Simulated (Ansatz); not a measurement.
The same molecule with X = C, Si, Ge. Ansatz, PBE0-D4/def2-TZVP geometries, multiplicity 1.

Scalar relativity is left out up to krypton.

| X | molecule | mean X–H bond length / Å | mean X–S bond length / Å | zero-point energy (PBE0-D4/def2-TZVP) / kJ/mol | LUMO energy (B3LYP/def2-TZVPP) / eV | size of the dipole moment (ωB97M-V/def2-TZVPP) / D |
| --- | --- | --- | --- | --- | --- | --- |
| C | `BSC` | 1.089 | 1.809 | 157.1 | -1.25 | 1.70 |
| Si | `BS[SiH3]` | 1.483 | 2.156 | 125.5 | -1.76 | 0.96 |

(1) Give the row for X = Ge, `B[S][GeH3]`. (Best estimate.)

Results:

(1) The calculation gave: 
| X | molecule | mean X–H bond length / Å | mean X–S bond length / Å | zero-point energy (PBE0-D4/def2-TZVP) / kJ/mol | LUMO energy (B3LYP/def2-TZVPP) / eV | size of the dipole moment (ωB97M-V/def2-TZVPP) / D |
| --- | --- | --- | --- | --- | --- | --- |
| Ge | `B[S][GeH3]` | 1.534 | 2.241 | 121.2 | -1.61 | 1.42 |

From C to Ge the mean X–H bond length rises at each step, by 0.445 Å in all; the mean X–S bond length rises at each step, by 0.432 Å in all; the zero-point energy (PBE0-D4/def2-TZVP) falls at each step, by 35.9 kJ/mol in all; the LUMO energy (B3LYP/def2-TZVPP) isn't monotonic: highest at C, lowest at Si. Bonds lengthen as the atom grows down the group. Dipoles are sizes alone, and their direction can turn along the series.

B3LYP here is the variant with VWN-RPA as its local correlation; programs differ in this.
